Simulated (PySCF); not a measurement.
## Electron correlation in Ti⁶⁺ (titanium, charge +6)

[Ne] 3s2 3p4, high-spin 3P determinant. Calculation: PySCF 2.14, in an even-tempered Gaussian basis (19 s from 0.13 bohr⁻², ratio 2.5; 13 p from 0.17 bohr⁻², ratio 2.5; 5 d from 2.3 bohr⁻², ratio 2.7; 5 f from 3.5 bohr⁻², ratio 2.7); no relativity, point nucleus. Frozen: 1s2; 14 electrons correlated; the 21 highest virtual orbitals of each spin left out.

MP2 pair energies summed by pair of shells (mhartree):

| pair | energy | share (%) |
| --- | --- | --- |
| 2p-2p | -189.37 | 38.7 |
| 3s-3p | -65.11 | 13.3 |
| 3p-3p | -64.68 | 13.2 |
| 2s-2p | -56.49 | 11.6 |
| 2p-3p | -55.06 | 11.3 |
| 2p-3s | -23.24 | 4.8 |
| 3s-3s | -10.25 | 2.1 |
| 2s-2s | -10.02 | 2.1 |
| 2s-3p | -9.99 | 2.0 |
| 2s-3s | -4.55 | 0.9 |

Total MP2 correlation energy: -488.77 mhartree.

Same-spin part -130.40 and opposite-spin part -358.38 mhartree; SCS-MP2 scales them by 1/3 and 6/5 to -473.52 mhartree.
